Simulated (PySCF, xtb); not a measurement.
H10Si4, SMILES [SiH3][SiH2][SiH2][SiH3]. One conformer was computed; it need not be the lowest.

Harmonic wavenumbers (cm⁻¹) from xtb 6.7.1 with GFN2-xTB at its own minimum, in rising order: 15, 28, 37, 73, 118, 312, 335, 371, 418, 427, 428, 458, 461, 511, 552, 563, 583, 652, 782, 791, 816, 819, 826, 830, 838, 851, 2133, 2149, 2153, 2155, 2223, 2227, 2233, 2233, 2242, 2243.

Q: What does ωB97X-D3(BJ)/def2-SVP run with PySCF give at its own minimum? (Estimate from the structure and the level; the computed values follow.)

A: 35, 76, 80, 120, 151, 319, 356, 399, 446, 454, 471, 496, 544, 578, 670, 703, 706, 756, 893, 895, 920, 937, 951, 954, 955, 960, 2226, 2229, 2237, 2238, 2240, 2244, 2250, 2251, 2253, 2256. Paired by order, the mean absolute difference is 66 cm⁻¹ and the zero-point energies are 49.9 and 53.3 kcal/mol.
